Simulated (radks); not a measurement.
All-electron atom: Sn2+ in [Kr] 4d10 5s2. Calculated with a radial shooting solver on a logarithmic mesh with Libxc functionals: scalar-relativistic Kohn-Sham, PBEsol, spin-polarised, spherical densities, finite nucleus; Fermi nuclear charge, rms radius 4.6519 fm. Some entries of the table are withheld. Estimate them.

orbital,occ.,eigenvalue (eV),<r^2> (bohr^2)
1s,2,(1),0.001144
2s,2,-4395.430,0.01859
2p,6,-3948.465,(2)
3s,2,-862.1075,0.1318
3p,6,-716.0376,0.1325
3d,10,-490.9409,0.1176
4s,2,(3),0.7583
4p,6,-107.0611,(4)
4d,10,-43.2049,(5)
5s,2,(6),5.490

Answer. 
(1) 1s eigenvalue (eV): -29014.86
(2) 2p <r^2> (bohr^2): 0.01467
(3) 4s eigenvalue (eV): -151.2363
(4) 4p <r^2> (bohr^2): 0.8966
(5) 4d <r^2> (bohr^2): 1.413
(6) 5s eigenvalue (eV): -26.1598
